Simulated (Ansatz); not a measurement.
Reaction (adduct formation): BH₃ + disiloxane → `[BH3-][O+]([SiH3])[SiH3]`

Calculated with Ansatz (gas phase, PBE0-D4/def2-TZVP geometries, no zero-point term in ΔE). CBS: MP2 limit from def2 TZ/QZ plus the TZ coupled-cluster correction, frozen cores. This one scheme is used for every species. Functionals use def2-TZVPP. B3LYP here is the variant with VWN-RPA as its local correlation; programs differ in this.

Task: Is it downhill or uphill in electronic energy at CCSD(T)/CBS, and by how much? (Best estimate.)

Result: Computed: Downhill: ΔE = -12.9 kcal/mol.

Task: What do these levels give: PBE-D4, revPBE-D4, r2SCAN0-D4, ωB97X-V, B2PLYP, PBE, B3LYP, BHLYP, LC-ωPBE, CCSD/def2-SVP, CCSD(T)/def2-SVP, MP2/def2-TZVPP? (Best estimate.)

Result: Ansatz gave: PBE-D4 -16.9, revPBE-D4 -15.4, r2SCAN0-D4 -14.5, ωB97X-V -13.0, B2PLYP -9.8, PBE -14.3, B3LYP -7.6, BHLYP -7.4, LC-ωPBE -13.2, CCSD/def2-SVP -14.4, CCSD(T)/def2-SVP -16.0, MP2/def2-TZVPP -13.6 kcal/mol.

Largest T1 diagnostic among the species: 0.011.

The D4 term adds −4.2 kcal/mol with B3LYP and −2.3 kcal/mol with PBE0; it sums over pairs of atoms, weighted by their polarisabilities, and B3LYP, whose exchange is more repulsive, gets the larger term. Leaving LDA and LC-ωPBE aside and taking each functional with its dispersion term where it has one, the values spread over 7.1 kcal/mol, from PBE-D4 to B2PLYP. LDA lies −13.4 kcal/mol from PBE without D4.
